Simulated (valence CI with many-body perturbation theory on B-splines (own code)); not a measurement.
**La25+: calculated level list**

Computed by configuration interaction combined with many-body perturbation theory (CI+MBPT): four valence electrons over a frozen Dirac-Fock core [Ar] 3d10, radial functions for each j: 11 s, 11 p, 10 d, 8 f, 5 g, 2 h, with the one-electron correlation potential Σ1 (screened to all orders), the two-electron term Σ2, the three-electron term Σ3, Breit, model QED; selected single and double excitations, second order for the rest, scaled by the run's own slope (own B-spline code, finite nucleus).

No measured levels were compared; by estimate levels hold to about 250 cm⁻¹ or 0.2 % of their energy and the worst to 1 %, as in measured heavy ions of charge 2 to 7; those with d or f electrons hold less well. Among the levels kept, up to 500 cm⁻¹ of a level comes from second order outside the variational space, and about a tenth of that is noise between levels of different J, which matters for small intervals.

Levels 46 to 90 of 179, with energies above the lowest level, (4s^2 4p1/2^2) J=0. "Leading %" is the weight of the configuration and term that name the level; weights of strongly mixed levels are sums over their largest components and can fall short. In the jj column 3d3/2^4 stands for four electrons in 3d with j = 3/2. Lifetimes count E1, E2, E3, M1 and M2 decay at the calculated energies, and are blank where another channel may lead or the interval is too uncertain; long ones can be off by a factor of two.

| No. | Configuration | Term | J | E (cm⁻¹) | Leading % | Lifetime | g | Leading jj |
| --- | --- | --- | --- | --- | --- | --- | --- | --- |
| 46 | 4s.4p2.4d | 5D | 3 | 1619400 | 29 | 7.60 ps | 1.220 | 4s 4p1/2 4p3/2 4d5/2 (44 %) |
| 47 | 4s.4p2.4d | 5P | 1 | 1620200 | 64 | 2.79 ps | 2.203 | 4s 4p1/2 4p3/2 4d3/2 (80 %) |
| 48 | 4s.4p2.4d | 3G | 3 | 1624100 | 41 | 18.2 ps | 0.973 | 4s 4p1/2 4p3/2 4d3/2 (64 %) |
| 49 | 4s.4p2.4d | 3P | 2 | 1625100 | 47 | 5.36 ps | 1.177 | 4s 4p1/2 4p3/2 4d5/2 (43 %) |
| 50 | 4s.4p2.4d | 3D | 1 | 1629600 | 28 | 4.89 ps | 0.910 | 4s 4p1/2 4p3/2 4d3/2 (39 %) |
| 51 | 4s.4p2.4d | 3G | 4 | 1660300 | 26 | 12.3 ps | 1.171 | 4s 4p1/2 4p3/2 4d5/2 (49 %) |
| 52 | 4s.4p2.4d | 3D | 1 | 1675900 | 75 | 3.92 ps | 0.714 | 4s 4p1/2 4p3/2 4d3/2 (79 %) |
| 53 | 4s.4p2.4d | 3G | 4 | 1676900 | 36 | 26.8 ps | 1.103 | 4s 4p1/2 4p3/2 4d5/2 (85 %) |
| 54 | 4s.4p2.4d | 3D | 3 | 1681800 | 49 | 5.72 ps | 1.196 | 4s 4p1/2 4p3/2 4d5/2 (64 %) |
| 55 | 4s.4p2.4d | 3D | 3 | 1686000 | 42 | 3.94 ps | 1.201 | 4s 4p1/2 4p3/2 4d5/2 (68 %) |
| 56 | 4s.4p2.4d | 3P | 0 | 1694100 | 55 | 9.83 ps |  | 4s 4p3/2^2 4d5/2 (34 %) |
| 57 | 4s.4p2.4d | 3D | 1 | 1702200 | 70 | 6.87 ps | 0.686 | 4s 4p1/2 4p3/2 4d5/2 (81 %) |
| 58 | 4s.4p2.4d | 3F | 2 | 1709100 | 45 | 2.79 ps | 0.907 | 4s 4p1/2 4p3/2 4d3/2 (62 %) |
| 59 | 4s.4p2.4d | 3P | 0 | 1714000 | 78 | 3.40 ps |  | 4s 4p1/2 4p3/2 4d3/2 (60 %) |
| 60 | 4s.4p2.4d | 3F | 2 | 1727500 | 35 | 4.13 ps | 0.965 | 4s 4p1/2 4p3/2 4d5/2 (49 %) |
| 61 | 4s.4p2.4d | 3F | 3 | 1728200 | 39 | 4.72 ps | 1.076 | 4s 4p1/2 4p3/2 4d5/2 (65 %) |
| 62 | 4s.4p2.4d | 3P | 1 | 1733800 | 45 | 4.05 ps | 1.454 | 4s 4p1/2 4p3/2 4d5/2 (80 %) |
| 63 | 4s.4p2.4d | 1S | 0 | 1735900 | 36 | 4.12 ps |  | 4s 4p1/2 4p3/2 4d5/2 (47 %) |
| 64 | 4s.4p2.4d | 3D | 2 | 1737700 | 62 | 4.38 ps | 1.169 | 4s 4p1/2 4p3/2 4d5/2 (72 %) |
| 65 | 4s.4p2.4d | 3P | 1 | 1743700 | 28 | 2.55 ps | 1.073 | 4s 4p1/2 4p3/2 4d3/2 (33 %) |
| 66 | 4s.4p2.4d | 3F | 4 | 1751200 | 50 | 22.4 ps | 1.280 | 4s 4p3/2^2 4d5/2 (80 %) |
| 67 | 4s.4p2.4d | 3D | 2 | 1752200 | 44 | 2.79 ps | 1.245 | 4s 4p1/2 4p3/2 4d5/2 (48 %) |
| 68 | 4s.4p2.4d | 3G | 5 | 1765100 | 63 | 61.3 ps | 1.266 | 4s 4p3/2^2 4d5/2 (87 %) |
| 69 | 4s.4p2.4d | 3D | 3 | 1779300 | 42 | 2.82 ps | 1.314 | 4s 4p3/2^2 4d3/2 (59 %) |
| 70 | 4s.4p2.4d | 3P | 2 | 1783900 | 28 | 2.73 ps | 1.338 | 4s 4p3/2^2 4d3/2 (54 %) |
| 71 | 4s.4p2.4d | 3P | 1 | 1787700 | 33 | 3.29 ps | 1.525 | 4s 4p3/2^2 4d3/2 (59 %) |
| 72 | 4s.4p2.4d | 3F | 4 | 1819100 | 67 | 2.60 ps | 1.200 | 4s 4p3/2^2 4d3/2 (71 %) |
| 73 | 4s.4p2.4d | 3P | 0 | 1842900 | 55 | 2.41 ps |  | 4s 4p3/2^2 4d3/2 (26 %) |
| 74 | 4s.4p2.4d | 3D | 3 | 1850300 | 35 | 6.62 ps | 1.125 | 4s 4p3/2^2 4d5/2 (62 %) |
| 75 | 4s.4p2.4d | 3S | 1 | 1859000 | 38 | 4.24 ps | 1.607 | 4s 4p3/2^2 4d5/2 (79 %) |
| 76 | 4s.4p2.4d | 3F | 4 | 1863800 | 38 | 16.3 ps | 1.165 | 4s 4p3/2^2 4d5/2 (55 %) |
| 77 | 4s.4p2.4d | 3D | 2 | 1871300 | 22 | 3.41 ps | 1.189 | 4s 4p3/2^2 4d5/2 (44 %) |
| 78 | 4s.4p2.4d | 3D | 3 | 1872100 | 25 | 5.11 ps | 1.085 | 4s 4p3/2^2 4d5/2 (37 %) |
| 79 | 4s.4p2.4d | 3D | 1 | 1878800 | 47 | 2.30 ps | 0.795 | 4s 4p3/2^2 4d3/2 (69 %) |
| 80 | 4s.4p2.4d | 3P | 2 | 1884300 | 19 | 2.60 ps | 1.105 | 4s 4p3/2^2 4d3/2 (40 %) |
| 81 | 4s.4p2.4d | 3D | 3 | 1890400 | 59 | 5.48 ps | 1.240 | 4s 4p3/2^2 4d5/2 (65 %) |
| 82 | 4s.4p2.4d | 3D | 1 | 1893200 | 66 | 2.73 ps | 0.710 | 4s 4p3/2^2 4d3/2 (68 %) |
| 83 | 4s2.4p.4f | 3G | 3 | 1894800 | 37 | 3.09 ps | 1.024 | 4s^2 4p1/2 4f5/2 (36 %) |
| 84 | 4s.4p2.4d | 3D | 2 | 1901600 | 39 | 3.23 ps | 1.004 | 4s 4p3/2^2 4d3/2 (28 %) |
| 85 | 4s2.4p.4f | 3G | 4 | 1909000 | 34 | 4.89 ps | 1.115 | 4s^2 4p1/2 4f7/2 (58 %) |
| 86 | 4s2.4p.4f | 3F | 3 | 1915600 | 27 | 3.28 ps | 1.200 | 4s^2 4p1/2 4f7/2 (53 %) |
| 87 | 4s2.4p.4f | 3F | 2 | 1924100 | 20 | 2.56 ps | 1.035 | 4s 4p3/2^2 4d3/2 (32 %) |
| 88 | 4s.4p2.4d | 1D | 2 | 1925700 | 64 | 8.90 ps | 1.036 | 4s 4p3/2^2 4d5/2 (80 %) |
| 89 | 4s.4p2.4d | 1F | 3 | 1949100 | 50 | 2.14 ps | 1.054 | 4s 4p3/2^2 4d5/2 (27 %) |
| 90 | 4s.4p2.4d | 3P | 1 | 1975900 | 48 | 1.98 ps | 1.242 | 4s 4p3/2^2 4d5/2 (63 %) |

Where two levels of one J and parity lie close, their mixing, g and order are uncertain.
